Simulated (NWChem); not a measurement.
# Electron attachment to OSe

```
O
Se 1 1.6566
```
Charge 0, spin multiplicity 3.

All runs are NWChem calculations. Structure: optimised with UB3LYP/def2-SVP, a minimum by its harmonic frequencies.

Basis set: def2-TZVPD. The species with one electron more has spin multiplicity 2 and keeps the geometry of the parent. Δ marks differences of total energies (open shells unrestricted). −ε marks an orbital energy of the parent. That orbital need not have the symmetry of the hole or added electron in the Δ rows. The basis adds only a small set of diffuse functions.

The Hamiltonian is non-relativistic. B3LYP has NWChem's definition, with VWN1-RPA local correlation. The structure started from a generated list of species. The unpaired electrons of the parent sit in orbitals of symmetry b1 and b2 (C2v labels of the run); other states weren't searched. No SCF solution was tested for a lower state.

Question: One of these methods gave a vertical electron affinity of 1.44 eV. Which?
A. −ε(beta LUMO) of B3LYP
B. ΔCAM-B3LYP
C. evGW@PBE
D. −ε(beta LUMO) of CAM-B3LYP

Answer: B, ΔCAM-B3LYP. The others give 3.95 (−ε(beta LUMO) of B3LYP), 0.83 (evGW@PBE), 2.55 (−ε(beta LUMO) of CAM-B3LYP).
